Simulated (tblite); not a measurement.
Compound: C9H10Si.
Structure used (GFN2-xTB), in Å, numbered top down from 1:
```xyz
20
C9H10Si angstrom
C      4.2359   -0.3389   -1.9503
C      3.1678   -0.1681   -1.4293
C      1.9098    0.0346   -0.8141
C      1.6483   -0.4953    0.4491
C      0.4203   -0.2916    1.0443
C     -0.5741    0.4447    0.4069
C     -1.9097    0.6304    1.0407
Si    -3.0841   -0.7961    0.5491
C     -0.3068    0.9651   -0.8558
C      0.9167    0.7685   -1.4624
H      5.1672   -0.4914   -2.4080
H      2.4144   -1.0644    0.9559
H      0.2263   -0.7041    2.0248
H     -1.8092    0.6570    2.1263
H     -2.3449    1.5803    0.7282
H     -3.2383   -0.8059   -0.9058
H     -2.5089   -2.0638    0.9997
H     -4.3785   -0.5687    1.1952
H     -1.0708    1.5371   -1.3646
H      1.1134    1.1812   -2.4413
```

Method: GFN2-xTB as coded in tblite; computed harmonic values from a numerical Hessian at the method's own geometry, unscaled. Errors from tens to a few hundred cm⁻¹ against measured bands are possible. Modes of hydrogen on silicon can be 10 to 20 % off. One conformer, not necessarily the lowest.

Harmonic wavenumbers (cm⁻¹): 45.5, 58.3, 105.5, 127.2, 129.2, 237.2, 329.3, 368.7, 385.8, 410.9, 454.4, 495.0, 507.9, 539.6, 609.0, 631.1, 669.2, 676.0, 716.3, 749.6, 770.5, 785.4, 786.0, 801.6, 818.1, 864.0, 868.0, 912.1, 923.7, 1017.8, 1090.2, 1143.9, 1190.6, 1200.3, 1219.8, 1266.5, 1275.3, 1326.4, 1409.2, 1469.4, 1491.2, 1564.5, 1600.9, 2257.5, 2259.3, 2270.7, 2273.6, 2978.8, 2987.9, 3064.1, 3066.2, 3083.1, 3085.4, 3397.1.

A = 3567, B = 525.9, C = 503.9 MHz; mass 146.055 u (most abundant isotopes); point group Cs, symmetry number 1.

Q: What is the zero-point energy?

A: ½Σν̃ = 32382 cm⁻¹ = 387.38 kJ/mol.

Q: Entropy at 273.15 K, 1 bar (ideal gas, RRHO, classical rotation)?

A: Translation 169.19, rotation 125.30, vibration 120.42: S = 414.9 J/(mol K).

Q: And Cp and H(273.15 K) − H(0)?

A: Cp = 169.12 J/(mol K), of which vibrations give 135.87 (their classical limit is 54 R = 449.0); H(273.15 K) − H(0) = 26.72 kJ/mol without the zero-point energy, 17.63 from vibrations.

Q: What must be added to the electronic energy to get the Gibbs energy at 273.15 K and 1 bar?

A: ZPE + [H(273.15 K) − H(0)] − T·S = 387.38 + 26.72 − 113.33 = 300.77 kJ/mol.

Q: Blend soft modes into free rotors: weight 1/[1 + (100 cm⁻¹/ν̃)⁴] for the oscillator and the rest for a rotor with moment μB/(μ + B), μ = h/(8π²ν), B = 10⁻⁴⁴ kg m². What vibrational entropy results?

A: 109.98 J/(mol K) in place of 120.42, which changes −T·S at 273.15 K by +2.85 kJ/mol.

Q: How do the functions run with temperature in this model?

A: 
```json
{"T (K)": "100", "S (J/(mol K))": "299.9", "Cp (J/(mol K))": "78.4", "H − H(0) (kJ/mol)": "5.58", "G − H(0) (kJ/mol)": "-24.40", "ln q(vib)": "1.95"}
{"T (K)": "200", "S (J/(mol K))": "368.8", "Cp (J/(mol K))": "128.6", "H − H(0) (kJ/mol)": "15.82", "G − H(0) (kJ/mol)": "-57.94", "ln q(vib)": "4.67"}
{"T (K)": "300", "S (J/(mol K))": "431.4", "Cp (J/(mol K))": "183.3", "H − H(0) (kJ/mol)": "31.45", "G − H(0) (kJ/mol)": "-97.98", "ln q(vib)": "7.49"}
{"T (K)": "500", "S (J/(mol K))": "546.6", "Cp (J/(mol K))": "268.6", "H − H(0) (kJ/mol)": "77.26", "G − H(0) (kJ/mol)": "-196.03", "ln q(vib)": "13.32"}
{"T (K)": "800", "S (J/(mol K))": "691.0", "Cp (J/(mol K))": "344.1", "H − H(0) (kJ/mol)": "170.29", "G − H(0) (kJ/mol)": "-382.47", "ln q(vib)": "21.78"}
{"T (K)": "1000", "S (J/(mol K))": "771.3", "Cp (J/(mol K))": "375.7", "H − H(0) (kJ/mol)": "242.45", "G − H(0) (kJ/mol)": "-528.88", "ln q(vib)": "27.00"}
```

q(vib) and H(0) count from the zero-point level.

Q: Which modes carry the vibrational entropy at 273.15 K?

A: 45.5 cm⁻¹: 20.21; 58.3 cm⁻¹: 18.16; 105.5 cm⁻¹: 13.31; 127.2 cm⁻¹: 11.80; 129.2 cm⁻¹: 11.67; 237.2 cm⁻¹: 6.98 J/(mol K); the other 48 give 38.28 together.

Hindered rotation and anharmonicity are outside this model. Other conformers, if any are populated, would add a mixing term that is left out.
